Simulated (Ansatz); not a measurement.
H3Al, singlet, geometry from GFN2-xTB (such geometries of metal compounds can be far from the true shape); SVWN5/def2-SVP in Ansatz (a program for electronic structure).

Here is a job for Ansatz.
Ansatz 0.2 input:
```yaml
crystal:
  periodic: [false, false, false]
  atoms:
    - {symbol: Al, position_ang: [-0.00000000, -0.00000000, -0.00000000]}
    - {symbol: H, position_ang: [0.64279377, -0.45514932, 1.33855567]}
    - {symbol: H, position_ang: [-0.27575805, 1.50677855, -0.25622634]}
    - {symbol: H, position_ang: [-0.36703572, -1.05162922, -1.08232933]}
basis:
  gaussian:
    orbitals: def2-SVP
hamiltonian:
  xc: {name: SVWN5}
scf: {lower_state_search: full}
```

What the program printed (banner, timings and long lists left out):

```
Functional definition: SVWN5
367 factors; their error is unknown
mean field evaluation 1: about -6611.7760 eV, gradient 1.4e1 eV
mean field evaluation 2: about -6612.5206 eV, gradient 6.3e0 eV
mean field evaluation 4: about -6612.7078 eV, gradient 4.4e-2 eV
mean field evaluation 8: about -6612.6906 eV, gradient 3.1e-4 eV
mean field -6612.69059558 eV, -243.0118971450 hartree, gradient 1.1e-5 eV, S^2 0.000000; 0 other end points of the search recorded, 0 dependent functions left out
reference -6612.69062708 eV, -243.0118983024 hartree; 8, 8 occupied and 25, 25 virtual orbitals, 367 factors
Total energy: -6612.69062708 eV, -243.0118983024 hartree
```
